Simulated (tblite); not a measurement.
Compound: C₅H₁₃FSSi.
Atom-mapped SMILES: `[CH3:1][Si@H:2]([F:3])[C:4]([CH3:5])([CH3:6])[CH2:7][SH:8]` (hydrogens: H9, H10, H11 on C1; H12 on Si2; H13, H14, H15 on C5; H16, H17, H18 on C6; H19, H20 on C7; H21 on S8)

Geometry (GFN2-xTB, Å), atoms numbered from 1 in this order:
```xyz
21
C5H13FSSi angstrom
C      2.754   -0.159   -0.167
Si     1.150   -1.056    0.273
F      0.953   -2.253   -0.804
C     -0.407    0.057    0.110
C     -0.355    1.209    1.115
C     -0.503    0.631   -1.307
C     -1.623   -0.821    0.404
S     -3.243    0.035    0.335
H      2.946    0.675    0.499
H      2.734    0.222   -1.184
H      3.595   -0.841   -0.092
H      1.190   -1.748    1.556
H      0.480    1.871    0.899
H     -1.275    1.791    1.067
H     -0.244    0.834    2.131
H      0.374    1.232   -1.538
H     -1.377    1.274   -1.401
H     -0.576   -0.167   -2.044
H     -1.679   -1.663   -0.285
H     -1.577   -1.206    1.422
H     -3.326    0.098   -0.991
```

All values are computed: GFN2-xTB (tblite) harmonic vibrations without scaling, gas phase. The method is semi-empirical: single wavenumbers can be off by several per cent or more. Modes of hydrogen on silicon and sulfur can be 10 to 20 % off. One conformer, not necessarily the lowest.

Harmonic wavenumbers (cm⁻¹): 31.7, 80.0, 97.1, 109.6, 158.2, 171.9, 197.5, 208.2, 241.0, 254.1, 277.1, 297.3, 349.9, 383.6, 408.5, 629.4, 641.1, 659.2, 703.3, 748.6, 769.7, 801.2, 833.1, 842.8, 884.4, 919.1, 972.5, 994.9, 1023.9, 1119.9, 1172.5, 1217.6, 1251.5, 1273.5, 1373.1, 1408.9, 1423.2, 1446.4, 1471.1, 1478.0, 1495.1, 1501.4, 1509.1, 1513.4, 2303.3, 2442.1, 2990.7, 2996.3, 3005.9, 3014.7, 3021.3, 3025.6, 3033.4, 3036.7, 3038.1, 3051.3, 3056.5.

A = 2464, B = 779.3, C = 703.5 MHz; mass 152.049 u (most abundant isotopes); point group C1, symmetry number 1.

Problem. Zero-point energy?

Solution. Half the sum of the wavenumbers: 36680 cm⁻¹ = 104.87 kcal/mol.

Problem. What is S at 200 K and 1 bar for an ideal gas of classical rigid rotors and harmonic oscillators?

Solution. Translation 39.01, rotation 28.66, vibration 25.80: S = 93.5 cal/(mol K).

Problem. And Cp and H(200 K) − H(0)?

Solution. Cp = 35.09 cal/(mol K), of which vibrations give 27.14 (their classical limit is 57 R = 113.3); H(200 K) − H(0) = 4.42 kcal/mol without the zero-point energy, 2.83 from vibrations.

Problem. What must be added to the electronic energy to get the Gibbs energy at 200 K and 1 bar?

Solution. ZPE + [H(200 K) − H(0)] − T·S = 104.87 + 4.42 − 18.69 = 90.60 kcal/mol.

Problem. Blend soft modes into free rotors: weight 1/[1 + (100 cm⁻¹/ν̃)⁴] for the oscillator and the rest for a rotor with moment μB/(μ + B), μ = h/(8π²ν), B = 10⁻⁴⁴ kg m². What vibrational entropy results?

Solution. 24.12 cal/(mol K) in place of 25.80, which changes −T·S at 200 K by +0.34 kcal/mol.

Hindered rotation and anharmonicity are outside this model. Other conformers, if any are populated, would add a mixing term that is left out. The structure is chiral; the term R ln 2 for an equal mix with its mirror image is left out.

Hardware: an Arm Neoverse N1 with one thread, shared host with 64 logical CPUs at a one-minute load of 61. Cost: 1.7 s wall. The figure is for the frequency step alone.
